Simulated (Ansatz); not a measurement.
Other settings, tried on N-butylpyridinium bromide (C₉H₁₄BrN).

```yaml
crystal:
  periodic: [false, false, false]
  atoms:
    - {symbol: C, position_ang: [-3.738041, 0.328750, 0.871375]}
    - {symbol: C, position_ang: [-2.757902, -0.252625, -0.140838]}
    - {symbol: C, position_ang: [-1.302241, -0.061984, 0.279111]}
    - {symbol: C, position_ang: [-0.339253, -0.668895, -0.737353]}
    - {symbol: N, position_ang: [1.073086, -0.395201, -0.435179]}
    - {symbol: C, position_ang: [1.750237, 0.539405, -1.180124]}
    - {symbol: C, position_ang: [3.141942, 0.707736, -0.924872]}
    - {symbol: C, position_ang: [3.719289, 0.126182, 0.175754]}
    - {symbol: C, position_ang: [2.929330, -0.684263, 1.036947]}
    - {symbol: C, position_ang: [1.622256, -0.920987, 0.700845]}
    - {symbol: H, position_ang: [-3.628313, -0.153060, 1.856818]}
    - {symbol: H, position_ang: [-4.781033, 0.191841, 0.547378]}
    - {symbol: H, position_ang: [-3.567331, 1.408145, 1.009996]}
    - {symbol: H, position_ang: [-2.967302, -1.329025, -0.291102]}
    - {symbol: H, position_ang: [-2.912978, 0.227747, -1.124350]}
    - {symbol: H, position_ang: [-1.139352, -0.523410, 1.270402]}
    - {symbol: H, position_ang: [-1.064500, 1.011124, 0.376699]}
    - {symbol: H, position_ang: [-0.468645, -1.763350, -0.804927]}
    - {symbol: H, position_ang: [-0.536327, -0.248321, -1.734306]}
    - {symbol: H, position_ang: [1.338465, 0.733963, -2.167976]}
    - {symbol: H, position_ang: [3.703225, 1.358736, -1.597523]}
    - {symbol: H, position_ang: [4.779430, 0.282507, 0.391306]}
    - {symbol: H, position_ang: [3.345875, -1.139073, 1.936974]}
    - {symbol: H, position_ang: [0.963758, -1.561287, 1.291431]}
    - {symbol: Br, position_ang: [0.836325, 2.785343, -0.606475]}
basis:
  gaussian: {orbitals: def2-mTZVPP, final_grid: {core_spheres: 8, valence_spheres: 7, degree: 23}}
hamiltonian: {xc: {name: LC-wPBE}}
scf: {omitted_lower_state_checks: [starts]}
output: {forces: true}
```

```sh
$ ansatz run in.yaml --threads 4 --pin off --events-out ev --progress --plain --max-ram 6963MiB
```

It prints (some lines left out):

```
Functional definition: LC-wPBE
2988 factors; their error is unknown
901 factors; integrals over basis functions are off by at most 2.4e-5 eV
mean field evaluation 1: about -81077.6453 eV, gradient 5.1e1 eV
mean field evaluation 2: about -81081.6906 eV, gradient 3.1e1 eV
mean field evaluation 4: about -81083.8338 eV, gradient 1.9e0 eV
mean field evaluation 8: about -81083.8588 eV, gradient 1.1e-1 eV
mean field evaluation 16: about -81083.7557 eV, gradient 6.9e-4 eV
mean field -81083.75565231 eV, -2979.7730596787 hartree, gradient 5.2e-5 eV, S^2 0.000000; 0 other end points of the search recorded, 0 dependent functions left out
reference -81083.75565231 eV, -2979.7730596790 hartree; 55, 55 occupied and 246, 246 virtual orbitals, 2988 factors
Total energy: -81083.75565231 eV, -2979.7730596790 hartree
Atom 0 at    -3.738041     0.328750     0.871375 Å, force    -0.093517     0.084533     0.161397 eV/Å
Atom 1 at    -2.757902    -0.252625    -0.140838 Å, force     0.002802    -0.151369    -0.290296 eV/Å
Atom 2 at    -1.302241    -0.061984     0.279111 Å, force     0.126142     0.144884     0.224879 eV/Å
Atom 3 at    -0.339253    -0.668895    -0.737353 Å, force    -0.106409    -0.165578    -0.212255 eV/Å
Atom 4 at     1.073086    -0.395201    -0.435179 Å, force     0.452484     0.593770    -0.109301 eV/Å
Atom 5 at     1.750237     0.539405    -1.180124 Å, force    -0.122316    -0.700986     0.346723 eV/Å
Atom 6 at     3.141942     0.707736    -0.924872 Å, force     0.222453    -0.273544     0.526045 eV/Å
Atom 7 at     3.719289     0.126182     0.175754 Å, force    -0.498093     0.215318    -0.536895 eV/Å
Atom 8 at     2.929330    -0.684263     1.036947 Å, force    -0.652299    -0.076145    -0.215496 eV/Å
Atom 9 at     1.622256    -0.920987     0.700845 Å, force     0.670470     0.215987    -0.012844 eV/Å
Atom 10 at    -3.628313    -0.153060     1.856818 Å, force    -0.024278     0.130086    -0.301205 eV/Å
Atom 11 at    -4.781033     0.191841     0.547378 Å, force     0.315720     0.031046     0.075725 eV/Å
Atom 12 at    -3.567331     1.408145     1.009996 Å, force    -0.039153    -0.319376    -0.056973 eV/Å
Atom 13 at    -2.967302    -1.329025    -0.291102 Å, force     0.056090     0.343805     0.079620 eV/Å
Atom 14 at    -2.912978     0.227747    -1.124350 Å, force     0.035001    -0.127830     0.331074 eV/Å
Atom 15 at    -1.139352    -0.523410     1.270402 Å, force    -0.064518     0.133372    -0.309559 eV/Å
Atom 16 at    -1.064500     1.011124     0.376699 Å, force    -0.098046    -0.342969    -0.025912 eV/Å
Atom 17 at    -0.468645    -1.763350    -0.804927 Å, force     0.060024     0.343457     0.025580 eV/Å
Atom 18 at    -0.536327    -0.248321    -1.734306 Å, force     0.056756    -0.111029     0.293714 eV/Å
Atom 19 at     1.338465     0.733963    -2.167976 Å, force     0.110162    -0.021983     0.340240 eV/Å
Atom 20 at     3.703225     1.358736    -1.597523 Å, force    -0.171676    -0.216122     0.231243 eV/Å
Atom 21 at     4.779430     0.282507     0.391306 Å, force    -0.331845    -0.048400    -0.082924 eV/Å
Atom 22 at     3.345875    -1.139073     1.936974 Å, force    -0.129014     0.149840    -0.286586 eV/Å
Atom 23 at     0.963758    -1.561287     1.291431 Å, force     0.218712     0.209630    -0.195026 eV/Å
Atom 24 at     0.836325     2.785343    -0.606475 Å, force     0.004349    -0.040399    -0.000966 eV/Å
Dipole moment:     0.212427    -1.544990     0.080035 e Å
Checks for a lower state left out: starts
```

Hardware: 4 threads of Arm Neoverse V1 on a shared host. Wall time 9.5 s, peak host memory 1 GiB.

LC-ωPBE has ω = 0.4 bohr⁻¹.
